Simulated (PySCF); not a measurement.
PBE0 on Mo²⁺ (molybdenum, charge +2)

Configuration: [Kr] 4d4, high-spin 5D determinant. All numbers are calculated (PySCF 2.14, a scalar-relativistic core potential, in aug-cc-pwCVTZ-PP with ECP28MDF).

- Total energy: -67.0141 hartree
- One-electron energy: -107.1763 hartree
- Hartree (Coulomb) energy: 47.5544 hartree
- Exchange-correlation energy: -7.3923 hartree
- ⟨S²⟩: 6.0010
- ⟨L²⟩: 6.010
- Sum of ⟨r⟩: 16.66 bohr
- Sum of ⟨r²⟩: 27.20 bohr²
- Traceless quadrupole moment −½Σ⟨3z² − r²⟩ along its main axis: -0.890 e·bohr²

```json
{"shell": "4s α", "electrons": "1", "mean orbital energy (hartree)": "-3.24714", "spread (hartree)": "0", "rms radius, mean of both spins (bohr)": "1.19"}
{"shell": "4s β", "electrons": "1", "mean orbital energy (hartree)": "-3.12481", "spread (hartree)": "0", "rms radius, mean of both spins (bohr)": "1.19"}
{"shell": "4p α", "electrons": "3", "mean orbital energy (hartree)": "-2.24919", "spread (hartree)": "0.00476", "rms radius, mean of both spins (bohr)": "1.32"}
{"shell": "4p β", "electrons": "3", "mean orbital energy (hartree)": "-2.10410", "spread (hartree)": "0.04744", "rms radius, mean of both spins (bohr)": "1.32"}
{"shell": "4d α", "electrons": "4", "mean orbital energy (hartree)": "-0.86180", "spread (hartree)": "0.03185", "rms radius, mean of both spins (bohr)": "1.86"}
```

Energies and moments cover only the electrons outside the core potential.
